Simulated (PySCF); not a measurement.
A GIAO shielding run with PySCF (density fitting, non-relativistic, gas phase) on `[SiH2](C#C)[Si@H]1C[C@H](CO)C1`, C$_{6}$H$_{12}$OSi$_{2}$:

```
$ OMP_NUM_THREADS=1 python probes_run.py task.json out

{"job": {"kind": "nmr", "xc": "PBE0", "basis": "pcSseg-1"}, "charge": 0, "multiplicity": 1}
C      4.764704    -0.806494     0.251436
C      3.864948    -0.029055     0.071186
Si     2.478225     1.163437    -0.206846
Si     0.641114     0.042487    -1.056846
C     -0.288249    -1.145306     0.128282
C     -1.373801    -0.082239     0.379165
C     -2.796576    -0.628500     0.352121
O     -3.763909     0.360699     0.619585
C     -1.054508     0.898368    -0.768901
H      5.554597    -1.484178     0.408975
H      2.250568     1.820828     1.089699
H      2.994162     2.178596    -1.137710
H      0.780742    -0.498601    -2.420681
H     -0.705418    -2.019920    -0.368899
H      0.207341    -1.492456     1.031894
H     -1.213472     0.405113     1.344581
H     -2.990279    -1.096104    -0.626999
H     -2.928614    -1.388732     1.126684
H     -3.604685     1.098200     0.018880
H     -1.747270     0.773049    -1.601745
H     -1.078540     1.947751    -0.478858
```

Hardware: 1 thread of an Arm Neoverse N1, shared host. The job also computes population analyses, field gradients, ring-centre shieldings.

**Question.** How large is the calculation?

**Answer.** 84 electrons, 227 basis functions and 1221 auxiliary functions.

**Question.** How long does it take, and how much memory does it need?

**Answer.** 76 s of wall time, with 14 SCF cycles and 5 response iterations; peak memory 1.1 GiB. Times on a shared host scatter by some tens of per cent.
